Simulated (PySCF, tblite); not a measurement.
Isomers of C4H10FNSi. Calculated harmonic vibrations of the isolated species, GFN2-xTB (tblite), most abundant isotopes, no scaling. This tight-binding method is rough: wavenumbers can miss measured ones by several per cent, in bad cases by 10 to 20. Modes of hydrogen on silicon can be 10 to 20 % off. One conformer each.

Electronic energies: PBE0/pcSseg-1 single points on the GFN2-xTB geometries (PySCF, gas phase).

```tsv
SMILES	electronic energy, lowest = 0 (kJ/mol)
C[C@@H]1C[Si@@H](CF)N1	320.5
CN([SiH2]F)C1CC1	219.8
N[Si]1(F)CCCC1	0.0
C=N[SiH2][C@@H](F)CC	367.8
```

**Question.** How do GFN2-xTB zero-point energies change the relative energies?

**Answer.** 
```csv
SMILES,ZPE (kJ/mol),of it from modes above 1550 cm⁻¹,electronic (kJ/mol),"with ZPE, lowest = 0 (kJ/mol)",lowest mode (cm⁻¹),rings
N[Si]1(F)CCCC1,366.6,185.0,0.0,0.0,78,1
CN([SiH2]F)C1CC1,351.2,172.7,219.8,204.3,55,1
C[C@@H]1C[Si@@H](CF)N1,356.2,177.5,320.5,310.0,39,1
C=N[SiH2][C@@H](F)CC,343.6,180.1,367.8,344.8,39,0
```

The zero-point energies span 23.0 kJ/mol, from `C=N[SiH2][C@@H](F)CC` to `N[Si]1(F)CCCC1`. The order is unchanged.

**Question.** And how do the electronic energies of GFN2-xTB itself compare?

**Answer.** `N[Si]1(F)CCCC1` 0.0; `CN([SiH2]F)C1CC1` 2.5; `C[C@@H]1C[Si@@H](CF)N1` 208.4; `C=N[SiH2][C@@H](F)CC` 238.8 kJ/mol, lowest = 0. Against the energies above, taken from the same isomer `N[Si]1(F)CCCC1`, the largest difference is 217.3 kJ/mol.

**Question.** What do entropy and thermal enthalpy add at 298.15 K and 1 bar (rigid rotor, harmonic oscillator, one conformer each)?

**Answer.** 
```json
{"SMILES": "N[Si]1(F)CCCC1", "point group": "C1", "symmetry number": "1", "S (J/(mol K))": "376.4", "H − H(0) (kJ/mol)": "25.31", "ZPE + H − H(0) − TS (kJ/mol)": "279.7"}
{"SMILES": "CN([SiH2]F)C1CC1", "point group": "C1", "symmetry number": "1", "S (J/(mol K))": "387.8", "H − H(0) (kJ/mol)": "26.04", "ZPE + H − H(0) − TS (kJ/mol)": "261.6"}
{"SMILES": "C[C@@H]1C[Si@@H](CF)N1", "point group": "C1", "symmetry number": "1", "S (J/(mol K))": "389.8", "H − H(0) (kJ/mol)": "25.95", "ZPE + H − H(0) − TS (kJ/mol)": "265.9"}
{"SMILES": "C=N[SiH2][C@@H](F)CC", "point group": "C1", "symmetry number": "1", "S (J/(mol K))": "407.3", "H − H(0) (kJ/mol)": "28.39", "ZPE + H − H(0) − TS (kJ/mol)": "250.6"}
```
